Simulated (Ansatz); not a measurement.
Reaction (ligand exchange at the Si–N bond): `[SiH3]N[SiH2]O[SiH3]` + `C[NH][GeH3]` → `C[N]([SiH3])[GeH3]` + `N[SiH2]O[SiH3]`

Gas-phase electronic energies from Ansatz, PBE0-D4/def2-TZVP geometries. CCSD(T)/CBS adds triple-zeta CCSD(T) − MP2 to the extrapolated MP2 energy (def2 sets, frozen cores). For Ge outer-core shells are correlated without core-valence functions, which leaves a few kJ/mol of doubt a bond. Scalar relativity is left out up to krypton. Each species was taken in one conformer, which may not be the lowest.

| species | SCS-MP2/def2-QZVPP energy (Eh) |
| --- | --- |
| `[SiH3]N[SiH2]O[SiH3]` | -1002.54182 |
| `C[NH][GeH3]` | -2172.74747 |
| `C[N]([SiH3])[GeH3]` | -2463.02733 |
| `N[SiH2]O[SiH3]` | -712.26244 |

**Question.** Work out ΔE.

**Answer.** ΔE = (-2463.02733) + (-712.26244) − (-1002.54182) − (-2172.74747) = -0.00048 Eh = -1.3 kJ/mol. CCSD(T)/CBS gives -0.1 kJ/mol.

Largest T1 diagnostic among the species: 0.011.

In def2-TZVPP, CCSD(T) changes the Hartree–Fock value by −3.9 kJ/mol (the triples alone add −0.5 kJ/mol) and MP2 by −6.1 kJ/mol.
